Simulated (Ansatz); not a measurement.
```xyz
10

C    -0.514   -1.423   -0.812
Sn   -0.568    0.482    0.143
F    -1.601    0.156    1.752
B     1.409    1.297    0.859
Cl    2.665    1.620   -0.295
H    -1.531   -1.730   -1.053
H    -0.066   -2.154   -0.140
H     0.074   -1.368   -1.729
H    -1.525    1.603   -0.728
H     1.656    1.518    2.004
```

The species carries charge 0 and has multiplicity 1. Sn takes the def2 core potential.

List the ωB97M-V/def2-TZVPP orbital energies in eV (Ansatz). (Best estimate.)

Computed: Occupied: -2772.80, -675.62, -281.58, -263.20, -200.66, -200.59, -200.51, -189.99, -143.10, -97.73, -97.64, -97.61, -33.98, -31.29, -31.26, -31.18, -31.17, -30.83, -26.87, -22.31, -17.73, -16.22, -14.33, -14.21, -14.08, -13.19, -13.12, -12.97, -12.89, -12.31, -10.85, -9.87. Lowest empty: -0.57, 1.18, 1.96, 2.25, 2.55, 3.31, 3.65, 3.97.
